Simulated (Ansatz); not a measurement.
Species: ethoxy(difluoro)borane, C$_{2}$H$_{5}$BF$_{2}$O, charge 0, multiplicity 1. SMILES: CCOB(F)F
Coordinates optimised at B3LYP-D3(BJ)/def2-TZVP (Ansatz, a quantum-chemistry and plane-wave program):
```
C
H 1 1.0897
H 1 1.0915 2 108.42
O 1 1.4385 2 105.71 3 -117.54
B 4 1.3392 1 122.40 2 146.61
F 5 1.3262 4 119.60 1 178.76
F 5 1.3350 6 117.54 4 -179.85
C 1 1.5143 2 111.06 3 122.30
H 8 1.0905 1 110.63 2 60.59
H 8 1.0913 9 108.64 1 -121.96
H 8 1.0918 9 108.48 10 -117.34
```

Quantity: atomisation energy (electronic, to ground-state atoms), in kcal/mol. Correlated levels leave the core frozen unless marked. Open shells are spin-unrestricted. No spin-orbit coupling. Non-relativistic. The coupled-cluster limit lacks core correlation, which all-electron functionals hold. CBS(X,Y): correlation extrapolated as X^-3; Hartree-Fock from the larger set.

```
level      program  atomisation energy (kcal/mol)
---------  -------  -----------------------------
HF/6-31G*   Ansatz                          857.9
```

**Question.** What does CCSD(T)/CBS(aug-cc-pVTZ,aug-cc-pVQZ) (Ansatz) give?

**Answer.** 1137.3 kcal/mol, so HF/6-31G* differs from it by -279.4 kcal/mol.
